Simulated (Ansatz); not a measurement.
Geometry optimisation, RKS PBE0-D4/def2-SVP (Ansatz).

input.yaml

```yaml
crystal:
  periodic: [false, false, false]
  atoms:
    - { symbol: C, position_ang: [-0.1161, 0.4785, -1.5284] }
    - { symbol: O, position_ang: [-0.0662, 0.3512, -0.1356] }
    - { symbol: Si, position_ang: [0.14, -1.1706, 0.4576] }
    - { symbol: "N", position_ang: [0.3055, -0.8856, 2.1421] }
    - { symbol: H, position_ang: [-0.3141, 1.5808, -1.7623] }
    - { symbol: H, position_ang: [-1.0239, -0.0081, -1.9457] }
    - { symbol: H, position_ang: [0.783, 0.2124, -2.0415] }
    - { symbol: H, position_ang: [-0.236, -1.663, 2.59696] }
    - { symbol: H, position_ang: [1.20774, -1.05036, 2.49833] }
basis:
  gaussian: { orbitals: def2-SVP }
hamiltonian:
  xc: pbe0
  dispersion: d4
relax:
  f_tol: 0.015
  max_steps: 40
```

Run as:

```bash
$ ansatz run input.yaml --threads 1 --pin off --max-ram 2048MiB --backend cpu --events-out ev --progress --plain --runs-dir out
```

**Question.** Where does it end, and by what steps?

**Answer.** The run converged. After 9 steps the energy has fallen by 1.016 eV; Si3 moved furthest, 0.76 Å.

```csv
step,energy less start (eV),largest force component (eV/Å),accepted
0,0.0000,2.564,yes
1,-0.3085,1.192,yes
2,-0.4944,1.258,yes
3,-0.6822,1.469,yes
4,-0.9331,1.045,yes
5,-0.9746,1.131,yes
6,-1.0066,0.212,yes
7,-1.0128,0.177,yes
8,-1.0160,0.025,yes
9,-1.0161,0.006,yes
```

```xyz
9
Properties=species:S:1:pos:R:3
C -0.040 0.502 -1.504
O 0.237 0.048 -0.211
Si -0.609 -1.183 0.564
N 0.284 -1.150 2.028
H -0.281 1.578 -1.487
H -0.892 -0.029 -1.970
H 0.840 0.364 -2.154
H 0.082 -1.767 2.806
H 1.059 -0.517 2.209
```

Time of the run: 28 s on 1 thread of Intel(R) Xeon(R) Platinum 8375C CPU @ 2.90GHz (Ice Lake), with other jobs on the host, peak memory 0.17 GiB.
